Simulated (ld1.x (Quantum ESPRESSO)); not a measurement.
**Pseudopotential generation for neon (Ne): PAW, PBE, non-relativistic.**

ld1.x (Quantum ESPRESSO) 7.5 input, shortened:

```
&input
   title='Ne', zed=10., rel=0, dft='PBE', iswitch=3,
   config='[He] 2s2 2p6'
 /
 &inputp
   pseudotype=3, lpaw=.true., tm=.true., lloc=-1, rcloc=1.00,
   nlcc=.true., new_core_ps=.true.,
   which_augfun='PSQ', rmatch_augfun_nc=.true.
 /
4
2S  1  0   2.00   0.00  0.40  0.50  0.0
2S  1  0   0.00  -1.85  0.40  0.50  0.0
2P  2  1   6.00   0.00  0.90  1.10  0.0
2P  2  1   0.00  -0.70  0.90  1.10  0.0
 &test
   configts(1)='2s2 2p6'
 /
```

Poles of the logarithmic derivatives, all-electron (AE) and pseudo (PS). s: poles at 0.2 (AE) and 0.2 (PS) Ry. p: poles at 1.4 (AE) and 1.4 (PS) Ry. Test radius 1.20 bohr.

* Cutoffs needed: 160 Ry and 300 Ry (the cutoffs (Ry, on a coarse ladder) from which the occupation-weighted sum of valence levels, in a spherical-Bessel basis at the reference potential, stays within 10 and 1 mRy of its value at 400 Ry)
* Ghost test: no extra level below or beside the all-electron valence levels (s, p, d, f tested) (spherical-Bessel basis up to 400 Ry, 20 bohr box)
* Largest excitation error: -270 meV (all-electron minus pseudo) for 2s2 2p2, out of 6 test configurations
* Lowest eigenvalue of the overlap operator: 0.69 (s channel)
* Density cutoff estimated by the generator: 1085 Ry
